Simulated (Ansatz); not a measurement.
Frontier orbitals of C3H5Ga, SMILES `C#[C][GaH][CH3]`.

```xyz
9

C    -0.305    1.326    2.374
C    -0.353    0.999    1.210
Ga   -0.418    0.461   -0.637
C     0.490   -1.204   -1.124
H    -0.264    1.616    3.400
H    -1.190    1.396   -1.625
H     0.135   -2.020   -0.490
H     0.341   -1.473   -2.169
H     1.563   -1.100   -0.939
```

The species carries charge 0 and has multiplicity 1. Correlated methods include outer-core shells of Ga, which these sets cover unevenly. Scalar relativity is left out up to krypton. Geometry: relaxed with PBE0-D4/def2-TZVP. Basis def2-TZVPP, Ansatz 0.2.0.

Orbital energies of one run (eV). Highest occupied ones, from the top: -6.36, -6.81, -7.23, -7.89, -9.63, -9.72, -11.14, -13.11, -16.65, -17.91, -19.66, -19.73, -19.76, -19.79. Empty: -2.33, -0.22, 0.13, 0.71, 1.20, 1.60.

Which functional gave them?
A. LC-ωPBE
B. ωB97M-V
C. BLYP
D. r2SCAN0

C. HOMO energies: BLYP -6.36, LC-ωPBE -10.44, r2SCAN0 -7.86, ωB97M-V -9.91 eV.

LC-ωPBE has ω = 0.4 bohr⁻¹.
